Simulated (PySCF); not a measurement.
C2H6FISi, SMILES C[Si](C)(F)I. Coordinates come from a B3LYP-D3(BJ)/def2-SVP optimisation. The def2 effective core potentials stand for the cores of I; spin–orbit coupling is left out.

### Question
Give the equilibrium geometry at B3LYP-D3(BJ)/def2-SVP (PySCF confirms it by a frequency run) as Cartesian coordinates in Å, and its point group. (An estimate is asked for; the answer gives what the named calculation found.)

### Answer
point group Cs.
```xyz
11

C      1.8576     0.7291     1.5685
Si     1.2229    -0.0476     0.0000
C      1.8576     0.7291    -1.5685
F      1.6538    -1.6212     0.0000
I     -1.2499     0.0221     0.0000
H      1.4587     0.2075     2.4515
H      1.5575     1.7869     1.6262
H      2.9587     0.6739     1.5963
H      1.4587     0.2075    -2.4515
H      1.5575     1.7869    -1.6262
H      2.9587     0.6739    -1.5963
```
